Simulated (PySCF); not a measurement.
Molecule: `C=CS(=O)(=O)OC`, C3H6O3S.

Structure with atom numbers: `[CH2:1]=[CH:2][S:3](=[O:4])(=[O:5])[O:6][CH3:7]`. Each H is labelled by its parent atom. Ha(C1) is cis to S3; Hb(C1) is trans to S3.

Geometry PBE0-D3(BJ)/def2-SVP throughout; GIAO in PySCF, gas phase, one conformer, non-relativistic; equivalent atoms averaged; basis pcSseg-1.

Question: How do the shifts δ (against TMS, CS2, H2O at the same level) depend on the functional? (a selection of nuclei; ppm; last column core-seconds on shared hosts with different chips, so compare them loosely; the GGAs took longer than the global hybrids here, which isn't the general rule, and the cause wasn't traced)

Answer: 
```
functional                    kind     C2     C1    C7     S3  O4/O5  Ha(C1)  H(C2)  Hb(C1)  H(C7)  core-s
      BP86                     GGA  141.4  132.4  55.8  318.5  231.9    6.52   6.45    6.06   3.76      20
       KT3                     GGA  130.4  122.3  53.8  298.2  219.8    6.32   6.30    5.88   3.69      19
     B97-D                     GGA  136.7  128.0  55.0  317.9  223.8    6.45   6.38    5.97   3.76      20
     B3LYP           global hybrid  142.8  136.6  54.9  323.9  223.9    6.64   6.38    6.14   3.74      14
      PBE0           global hybrid  141.7  137.6  54.2  314.1  219.8    6.75   6.46    6.30   3.72      15
  mPW1PW91           global hybrid  141.7  137.7  54.3  315.3  219.2    6.74   6.44    6.29   3.72      12
 CAM-B3LYP  range-separated hybrid  144.9  141.1  54.6  324.3  221.5    6.78   6.39    6.29   3.76      18
   LC-wPBE  range-separated hybrid  145.2  144.7  54.4  311.0  212.4    6.96   6.45    6.51   3.72      23
```

Question: Which nucleus among those listed moves most, in ppm?

Answer: S3 (sulfonyl sulfur): from 298.2 ppm with KT3 to 324.3 ppm with CAM-B3LYP. The smallest spread is 0.07 ppm, at H(C7). Proton shifts span only some 12 ppm, so a few tenths of a ppm matter as much there as several ppm in carbon.
